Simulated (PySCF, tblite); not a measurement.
Species: C₄H₈F₂Si.
Atom-mapped SMILES: `[F:1][C@@H:2]1[CH2:3][SiH2:4][C@@H:5]([F:6])[CH2:7]1` (hydrogens: H8 on C2; H9, H10 on C3; H11, H12 on Si4; H13 on C5; H14, H15 on C7)

Geometry (GFN2-xTB, Å), atoms numbered from 1 in this order:
```xyz
15
C4H8F2Si angstrom
F     -1.497   -1.995    0.487
C     -0.686   -0.880    0.597
C     -1.381    0.339   -0.004
Si     0.029    1.559   -0.390
C      1.385    0.203   -0.175
F      2.019    0.399    1.050
C      0.630   -1.118   -0.139
H     -0.505   -0.747    1.670
H     -2.148    0.716    0.668
H     -1.887    0.022   -0.917
H     -0.001    2.061   -1.764
H      0.214    2.600    0.617
H      2.193    0.180   -0.912
H      1.218   -1.897    0.350
H      0.412   -1.434   -1.160
```

Level of theory: CAM-B3LYP/def2-SVPD in PySCF (dipole) on a GFN2-xTB geometry, gas phase.

Take the most abundant isotopes and a rigid rotor. The values belong to one conformer with, in the numbering `[F:1][C@@H:2]1[CH2:3][SiH2:4][C@@H:5]([F:6])[CH2:7]1`, F1–C2–C3–Si4 -159°, C2–C3–Si4–C5 14°, C3–Si4–C5–F6 -104°, Si4–C5–C7–C2 -36°.

Question: Give the principal moments of inertia and the rotational constants in GHz.

Answer: Ia = 163.96, Ib = 287.14, Ic = 393.97 u·Å²; 505379 MHz·u·Å²/I gives 3082, 1760 and 1283 MHz, that is A = 3.0823, B = 1.7600, C = 1.2828 GHz.

Question: Classify the top.

Answer: An asymmetric top. Ray's parameter κ = (2B − A − C)/(A − C) = -0.470; −1 is the prolate and +1 the oblate limit.

Question: Is it planar, by Δ = Ic − Ia − Ib?

Answer: Not planar: Δ = Ic − Ia − Ib = -57.13 u·Å². For a rigid frame Δ = −2 Σ m c², so Σ m c² = 28.56 u·Å² lies off the ab plane: 11.30 from hydrogen and 17.26 from heavier atoms. The atom farthest from that plane is 1.70 Å away.

Question: Give the other two planar moments, Paa and Pbb, and the rms extents of the mass along the axes.

Answer: Paa = Σ m a² = (Ib + Ic − Ia)/2 = 258.58 and Pbb = Σ m b² = (Ia + Ic − Ib)/2 = 135.40 u·Å². With the mass M = 122.04 u, the rms extents √(P/M) along a, b and c are 1.46, 1.05, 0.48 Å.

Question: Predict some low-J microwave lines.

Answer: The dipole components are |μa| = 0.99 D, |μb| = 1.39 D, |μc| = 1.06 D. The squared components, which scale the intensities, stand as 0.51 : 1.00 : 0.59 (a : b : c). Some lines, for components of 0.1 D or more:

| type | branch | J(Ka,Kc) | MHz | lower level (cm⁻¹) |
| --- | --- | --- | --- | --- |
| a | Q | 1(1,0) ← 1(1,1) | 477 | 0.146 |
| c | Q | 1(1,1) ← 1(0,1) | 1322 | 0.101 |
| a | Q | 2(1,1) ← 2(1,2) | 1432 | 0.333 |
| b | Q | 1(1,0) ← 1(0,1) | 1800 | 0.101 |
| c | Q | 3(2,2) ← 3(1,2) | 3328 | 0.706 |
| b | Q | 3(2,1) ← 3(1,2) | 3834 | 0.706 |
| b | R | 2(0,2) ← 1(1,1) | 4656 | 0.146 |
| a | Q | 4(1,3) ← 4(1,4) | 4667 | 0.980 |
| a | R | 2(1,2) ← 1(1,1) | 5608 | 0.146 |
| b | R | 3(1,2) ← 2(2,1) | 5801 | 0.513 |
| c | Q | 4(3,2) ← 4(2,2) | 6769 | 1.266 |
| b | R | 2(1,2) ← 1(0,1) | 6931 | 0.101 |
| b | Q | 4(2,3) ← 4(1,4) | 7222 | 0.980 |
| c | Q | 3(3,1) ← 3(2,1) | 7359 | 0.834 |
| b | Q | 4(3,2) ← 4(2,3) | 8127 | 1.220 |
| c | R | 2(1,1) ← 1(0,1) | 8362 | 0.101 |
| b | R | 3(1,3) ← 2(0,2) | 9304 | 0.301 |
| b | R | 2(2,1) ← 1(1,0) | 10530 | 0.162 |
| b | R | 4(1,4) ← 3(0,3) | 11615 | 0.592 |
| a | R | 4(3,1) ← 3(3,0) | 12438 | 1.080 |
| b | R | 3(2,2) ← 2(1,1) | 13095 | 0.380 |
| b | R | 3(2,1) ← 2(1,2) | 15033 | 0.333 |
| b | R | 3(3,1) ← 2(2,0) | 16886 | 0.516 |
| c | R | 3(3,1) ← 2(2,1) | 16994 | 0.513 |
| b | R | 4(2,2) ← 3(1,3) | 19619 | 0.611 |

Question: Estimate the classical rotational partition function at 10 K, 100 K and 200 K.

Answer: Point group C1, symmetry number σ = 1; q = (√π/σ)·√((kT/h)³/(ABC)), k/h = 20836.6 MHz/K: 2020 at 10 K, 63900 at 100 K, 181000 at 200 K.

Its GFN2-xTB frequencies are all real (lowest 85 cm⁻¹). No vibrational averaging or centrifugal distortion is included, and the geometry carries the error of its method.

On Arm Neoverse N1, one thread, on a shared host, this took 97 s (with the writing of density and orbital grids) and 0.97 GiB of memory at its peak. This is the CAM-B3LYP/def2-SVPD job that gave the dipole, with the excitations it also computed.
